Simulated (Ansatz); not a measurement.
Reaction (isomerisation): `FCC(F)(C(F)F)C(F)(F)F` → `FC(F)CC(F)(F)C(F)(F)F`

Gas-phase electronic energies from Ansatz, PBE0-D4/def2-TZVP geometries. CBS: MP2 limit from def2 TZ/QZ plus the TZ coupled-cluster correction, frozen cores. Functionals use def2-TZVPP. B3LYP here is the variant with VWN-RPA as its local correlation; programs differ in this. One conformer a species, not always the lowest.

`FCC(F)(C(F)F)C(F)(F)F`:

```xyz
14

F    -0.858   -1.429   -1.681
C     0.260   -0.815   -1.172
C    -0.040   -0.305    0.226
F    -0.190   -1.372    1.076
C    -1.376    0.453    0.251
F    -1.567    1.056    1.438
F    -1.391    1.399   -0.710
C     1.153    0.517    0.750
F     1.247    1.677    0.102
F     1.056    0.759    2.046
F     2.291   -0.157    0.546
H     0.537    0.015   -1.826
H     1.069   -1.545   -1.123
H    -2.192   -0.252    0.076
```

`FC(F)CC(F)(F)C(F)(F)F`:

```xyz
14

F    -0.777   -1.567   -1.318
C    -1.404   -0.500   -0.770
F    -2.703   -0.847   -0.594
C    -0.810   -0.172    0.583
C     0.427    0.694    0.576
F     0.163    1.881   -0.018
F     0.776    0.946    1.856
C     1.682    0.116   -0.119
F     2.733    0.889    0.113
F     1.494    0.046   -1.433
F     1.940   -1.104    0.343
H    -1.365    0.327   -1.485
H    -0.603   -1.102    1.115
H    -1.553    0.392    1.150
```

| level | ΔE (eV) |
| --- | --- |
| PBE0-D4 | -0.55 |
| B2PLYP | -0.53 |
| PBE | -0.55 |
| B3LYP | -0.53 |
| CAM-B3LYP | -0.54 |
| RPA@PBE/def2-TZVPP | -0.45 |
| HF/def2-TZVPP | -0.55 |
| MP2/CBS(def2) | -0.54 |

Task: What does CCSD(T)/CBS give? (An estimate is asked.)

Result: Ansatz gave: -0.51 eV. The listed levels differ from it by -0.04, -0.02, -0.04, -0.02, -0.03, 0.06, -0.04, -0.03 eV.

Largest T1 diagnostic among the species: 0.012.

Leaving LDA and LC-ωPBE aside and taking each functional with its dispersion term where it has one, the values, not all of them listed here, spread over 0.07 eV, from r2SCAN0-D4 to BLYP-D4.
